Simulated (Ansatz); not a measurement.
Z-matrix (Å, degrees):
```
Si
O 1 1.6725
S 2 1.6718 1 118.11
H 3 1.3503 2 98.08 1 -87.64
H 1 1.4768 2 104.86 3 -177.71
H 1 1.4787 5 111.07 2 -119.53
H 1 1.4808 5 110.82 6 -121.91
```
Charge 0, multiplicity 1.

Computed with Ansatz (a program for electronic structure) with frozen-core CCSD(T)/cc-pVTZ // B3LYP-D3(BJ)/def2-TZVP.

```yaml
HF energy: -763.71783 Ha
MP2 correlation energy: -0.54174 Ha
```

Estimate the CCSD correlation energy, the (T) correction, the total energy and the T1 diagnostic.


```
Item                            Result
-----------------------  -------------
CCSD correlation energy    -0.58048 Ha
(T) correction             -0.02208 Ha
CCSD(T) total energy     -764.32039 Ha
T1 diagnostic                    0.012
```
